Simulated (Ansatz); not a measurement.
Consider the formal exchange of groups at the Si–N bond: `B[SiH2]N[SiH3]` + `[OH][GeH2][SiH3]` → `[OH][GeH2][SiH2][SiH3]` + `B[SiH2]N`.

Program: Ansatz. Geometries: PBE0-D4/def2-TZVP. ΔE: electronic, gas phase. CBS: MP2 limit from def2 TZ/QZ plus the TZ coupled-cluster correction, frozen cores. DFT in def2-TZVPP. HSE06 is defined as in plane-wave codes. For Ge outer-core shells are correlated without core-valence functions, which leaves a few kJ/mol of doubt a bond. Scalar relativity is left out up to krypton. One conformer a species, not always the lowest.

CCSD(T)/CBS gives +45.6 kJ/mol.

(1) Another level gave +42.5 kJ/mol. Which?
A. revPBE/def2-TZVPP
B. PBE-QIDH/def2-TZVPP
C. HSE06-D4/def2-TZVPP
D. ωB97M-V/def2-TZVPP

(2) What do rigid-rotor, harmonic-oscillator terms from PBE0-D4/def2-TZVP frequencies (298.15 K, 1 bar) make of the CCSD(T)/CBS value? (Best estimate.)

Largest T1 diagnostic among the species: 0.013.

Answers

(1) B. PBE-QIDH 42.5, ωB97M-V 48.7, HSE06-D4 31.5, revPBE 25.6 kJ/mol.

(2) Computed: ΔZPE = +4.3 kJ/mol, ΔH = +51.0 kJ/mol, ΔS = 2 J/(mol·K), ΔG = +50.4 kJ/mol. Modes under 50 cm⁻¹ make the entropy rough.

In def2-TZVPP, CCSD(T) changes the Hartree–Fock value by −17.4 kJ/mol (the triples alone add −2.4 kJ/mol) and MP2 by −11.6 kJ/mol. From PBE to PBE0 (25 % exact exchange), in def2-TZVPP and without D4, ΔE moves by +5.8 kJ/mol.
